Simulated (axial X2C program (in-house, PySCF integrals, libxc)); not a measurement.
## Ω levels of NSmN from open-shell CI on f(δφ)2 f(π)0

Computed with an axial X2C code built on PySCF integrals: two-component X2C with atomic mean-field Coulomb and Gaunt terms, basis N dyall-v2z, Sm dyall-v2z (cores contracted in-house). Orbitals come from Hartree–Fock averaged over the configuration Sm f(δφ)2 f(π)0; CI then distributes these electrons over the f(δφ), f(π) shells of Sm.

N–Sm–N held linear, both bonds 1.636 Å (near the minimum of the configuration average).

Active spinors (ω > 0):

| shell | ω | ε (eV) | character |
| --- | --- | --- | --- |
| f(δφ) | 5/2 | -0.62 | 100% Sm f |
| f(δφ) | 3/2 | -0.54 | 99% Sm f |
| f(δφ) | 7/2 | 0.05 | 100% Sm f |
| f(δφ) | 5/2 | 0.18 | 100% Sm f |
| f(π) | 1/2 | 6.02 | 49% Sm f, 36% Sm p, 12% N p |
| f(π) | 3/2 | 6.32 | 71% Sm f, 15% Sm p, 14% N p |

Lowest levels of this model:

```
Ω  energy (cm⁻¹)     g∥  configuration
4              0   6.08    100% f(δφ)2
5           3847  10.02    100% f(δφ)2
0           5480   0.00    100% f(δφ)2
6           6840  13.96    100% f(δφ)2
1           7808   3.51    100% f(δφ)2
0          14437   0.00     99% f(δφ)2
1          14782   2.40    100% f(δφ)2
2          15432   5.95    100% f(δφ)2
0          16775   0.00    100% f(δφ)2
0          19034   0.00    100% f(δφ)2
1          22901   2.11    100% f(δφ)2
6          26573  12.05    100% f(δφ)2
```

g∥ is the magnitude of 2⟨Lz + ge Sz⟩ for the +Ω component.

(1) From Ω and g∥ of the lowest level, whose 2⟨Lz + ge Sz⟩ is positive, find ⟨Sz⟩ and ⟨Lz⟩ (ge = 2.0023).

Occupations of the active spinors in the lowest level by ω, shell by shell in order of energy: -7/2: 0.00; -5/2: 0.00 0.00; -3/2: 0.00 0.00; -1/2: 0.00; 1/2: 0.00; 3/2: 1.00 0.00; 5/2: 0.78 0.22; 7/2: 0.00. The leading determinant has weight 0.78 among 5.

This point took 1.1 s on 1 thread of Arm Neoverse V2 (shared host).

Dynamic correlation is missing, so gaps between terms are too wide and other configurations may lie lower; the lowest level listed is that of this model, not necessarily the ground state. At most 6 roots were kept for each Ω > 0 (twice that for Ω = 0) within 3.5 eV of the lowest, so higher up levels can be missing between those listed; levels with Ω > 0 are doubly degenerate and listed once, Ω = 0 levels singly. Some active spinors are only partly of the character that their shell is named for, so the shell names and counts are nominal. States that fill the shells left empty in the average are placed too high. Along the bond the averaged SCF switches between close solutions, so this one may not be the lowest. The molecule was held linear; bending was not examined.

Answers

(1) Ω = ⟨Lz⟩ + ⟨Sz⟩ = 4 and ⟨Lz⟩ + ge⟨Sz⟩ = 3.040, so ⟨Sz⟩ = -0.96 and ⟨Lz⟩ = 4.96.
